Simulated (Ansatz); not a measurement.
`OBO[SiH2][SiH3]`. The species carries charge 0 and has multiplicity 1. The geometry is a stationary point of PBE0-D4/def2-TZVP. It is one conformer, not always the lowest.

```xyz
12

O    -2.116   -2.001    1.161
B    -1.315   -1.038    0.652
O     0.004   -1.284    0.428
Si    1.223   -0.333   -0.172
Si    0.498    1.827   -0.728
H    -1.640   -2.822    1.325
H    -1.808    0.029    0.410
H     2.292   -0.269    0.860
H     1.777   -1.015   -1.371
H    -0.552    1.788   -1.780
H    -0.035    2.538    0.464
H     1.671    2.581   -1.251
```

Problem. What is the dipole moment at B3LYP/def2-TZVPP? (Best estimate.)

Solution. Ansatz gave: 1.23 D, with components (1.12, -0.48, -0.10) D in this frame, pointing from negative to positive charge.

Problem. And with PBE, r2SCAN, ωB97M-V? (Estimate.)

Solution. Computed: PBE 1.22 D, r2SCAN 1.22 D, ωB97M-V 1.23 D.

Problem. Give the Mulliken charges with B3LYP, PBE, r2SCAN in def2-TZVPP. (Best estimate.)

Solution. Ansatz gave: 
| atom | B3LYP | PBE | r2SCAN |
| --- | --- | --- | --- |
| O1 | -0.27 | -0.23 | -0.30 |
| B2 | 0.22 | 0.18 | 0.30 |
| O3 | -0.36 | -0.28 | -0.40 |
| Si4 | 0.38 | 0.32 | 0.40 |
| Si5 | 0.13 | 0.07 | 0.14 |
| H6 | 0.19 | 0.19 | 0.21 |
| H7 | -0.01 | -0.03 | -0.03 |
| H8 | -0.07 | -0.06 | -0.08 |
| H9 | -0.07 | -0.06 | -0.08 |
| H10 | -0.05 | -0.03 | -0.05 |
| H11 | -0.05 | -0.03 | -0.05 |
| H12 | -0.06 | -0.04 | -0.06 |

B3LYP here is the variant with VWN-RPA as its local correlation; programs differ in this.
